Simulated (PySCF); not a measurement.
Worked example: oscillator strength and radiative lifetime

CH₇NSi₃, SMILES [SiH3][Si@H]1N=C[SiH2]1.

Coordinates come from a B3LYP-D3(BJ)/def2-SVP optimisation. The structure was generated by enumeration; whether it is a known compound was not checked.

TDA-CAM-B3LYP/def2-SVPD in PySCF puts the first singlet state with f over 0.02 at 6.01 eV (vertical), with the transition dipole (0.608, 0.059, 0.154) in atomic units.

Task: Find the oscillator strength, the wavelength and the radiative lifetime that this transition would have in vacuum if emission retraced absorption.

Result: 
|μ|² = 0.3969 au, so |μ| = 1.60 D. ΔE = 6.01/27.211 = 0.2209 hartree. f = (2/3) ΔE |μ|² = 0.058 (the program prints 0.058).
λ = 1239.84/6.01 = 206 nm; ν = 48474 cm⁻¹.
Einstein's coefficient A = 0.6670 ν² f s⁻¹ (ν in cm⁻¹) = 9.2e7 s⁻¹, so τ = 1/A = 11 ns. This state is S5; the lower singlets have f = 0.000, 0.001, 0.011, 0.002. The figure is the radiative limit of this one transition; relaxation, internal conversion, crossing to triplets and a medium change what is measured.
